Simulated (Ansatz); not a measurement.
Al(NH3)Cl3 (AlNCl₃H₃). Charge 0, multiplicity 1. Geometry r2SCAN-D4/def2-SVP, basis def2-TZVP, Ansatz.

```xyz
8

Al   -0.6017    0.5984    0.5343
N     0.6056   -0.6022   -0.5378
H     1.1044   -0.0824   -1.2655
H     0.0796   -1.3474   -1.0029
H     1.3113   -1.0513    0.0527
Cl   -1.5406   -0.8261    1.7951
Cl   -1.7881    1.4336   -1.0133
Cl    0.8295    1.8774    1.4375
```

| run | HOMO (eV) | LUMO (eV) |
| --- | --- | --- |
| A | -7.10 | -1.37 |
| B | -9.86 | 0.21 |
| C | -8.11 | -0.91 |
| D | -6.92 | -1.41 |
| E | -8.21 | -0.91 |
| F | -7.99 | -0.43 |

B3LYP takes the VWN-RPA correlation. HSE06 is defined as in plane-wave codes, on full-range PBE exchange.

Problem. The runs used B3LYP, BLYP, CAM-B3LYP, HSE06, PBE, r2SCANh. Estimate which is which.

Solution. A PBE (0 % exact exchange); B CAM-B3LYP (range-separated); C HSE06 (range-separated); D BLYP (0 % exact exchange); E B3LYP (20 % exact exchange); F r2SCANh (10 % exact exchange). Exact exchange lowers occupied and raises empty levels; among semilocal functionals meta-GGAs tend to open the gap a little, and such runs are hard to tell apart. The gap grows from 5.51 eV (BLYP) to 10.07 eV (CAM-B3LYP).
